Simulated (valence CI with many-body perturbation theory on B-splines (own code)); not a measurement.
**Cu XXV: calculated level list**

Level of theory: valence CI with perturbative core correlation (CI+MBPT): three valence electrons over a frozen Dirac-Fock core [He], radial functions for each j: 11 s, 11 p, 10 d, 8 f, 5 g, 2 h, with the one-electron correlation potential Σ1, the two-electron term Σ2, the three-electron term Σ3, Breit, model QED; selected CI, second order for the rest, scaled by the run's own slope (own B-spline code, finite nucleus).

No measured spectrum was set against this ion. As an estimate, levels of excited configurations hold to 0.05 to 0.15 % of their energy, terms of the ground configuration to about 0.5 %.

Levels 181 to 206 of 206, with energies above the lowest level, 2s²2p ²P°_1/2. "Leading %" is the weight of the configuration and term that name the level; weights of strongly mixed levels are sums over their largest components and can fall short. In the jj column 3d3/2^4 stands for four electrons in 3d with j = 3/2.

```csv
No.,Configuration,Term,J,E (× 10³ cm⁻¹),Leading %,Second component,Leading jj
181,2s2p4f,⁴D,3/2,14914,66,25 % 2s2p4f ⁴F,2s 2p3/2 4f5/2 (100 %)
182,2s2p4f,²G,9/2,14916,85,8 % 2s2p4f ⁴G,2s 2p3/2 4f5/2 (69 %)
183,2s2p4f,⁴D,1/2,14917,100,,2s 2p3/2 4f5/2 (100 %)
184,2s2p4f,⁴D,5/2,14917,35,31 % 2s2p4f ²F,2s 2p3/2 4f7/2 (100 %)
185,2s2p4f,²D,3/2,14924,77,19 % 2s2p4f ⁴D,2s 2p3/2 4f7/2 (100 %)
186,2s2p4s,²P°,1/2,15000,97,,2s 2p3/2 4s (83 %)
187,2s2p4s,²P°,3/2,15003,95,,2s 2p3/2 4s (84 %)
188,2s2p4p,²D,3/2,15084,80,15 % 2s2p4p ²P,2s 2p3/2 4p1/2 (85 %)
189,2s2p4p,²P,1/2,15085,79,16 % 2s2p4p ²S,2s 2p3/2 4p1/2 (80 %)
190,2s2p4p,²D,5/2,15101,95,,2s 2p3/2 4p3/2 (83 %)
191,2s2p4p,²P,3/2,15108,79,17 % 2s2p4p ²D,2s 2p3/2 4p3/2 (85 %)
192,2s2p4p,²S,1/2,15115,78,15 % 2s2p4p ²P,2s 2p3/2 4p3/2 (80 %)
193,2s2p4d,²D°,3/2,15172,95,,2s 2p3/2 4d3/2 (77 %)
194,2s2p4d,²F°,5/2,15173,89,6 % 2s2p4d ²D°,2s 2p3/2 4d3/2 (85 %)
195,2s2p4d,²F°,7/2,15174,96,,2s 2p3/2 4d5/2 (83 %)
196,2s2p4d,²D°,5/2,15181,89,9 % 2s2p4d ²F°,2s 2p3/2 4d5/2 (85 %)
197,2s2p4d,²P°,1/2,15186,95,,2s 2p3/2 4d3/2 (84 %)
198,2s2p4d,²P°,3/2,15192,95,,2s 2p3/2 4d5/2 (77 %)
199,2s2p4f,²F,5/2,15210,95,,2s 2p3/2 4f5/2 (82 %)
200,2s2p4f,²F,7/2,15213,95,,2s 2p3/2 4f7/2 (79 %)
201,2p²4s,⁴P,1/2,15213,66,23 % 2p²4s ²P,2p1/2^2 4s (88 %)
202,2s2p4f,²G,7/2,15218,96,,2s 2p3/2 4f5/2 (78 %)
203,2s2p4f,²G,9/2,15221,96,,2s 2p3/2 4f7/2 (84 %)
204,2s2p4f,²D,3/2,15226,96,,2s 2p3/2 4f5/2 (84 %)
205,2s2p4f,²D,5/2,15229,96,,2s 2p3/2 4f7/2 (81 %)
206,2p²4p,⁴D°,1/2,15281,53,14 % 2p²4p ²P°,2p1/2^2 4p1/2 (89 %)
```

Names give the largest LS component (configuration and term), which can be under half, so a name can repeat, a term be missing and a line seem to break the LS rules; names also repeat where a configuration has a term twice.
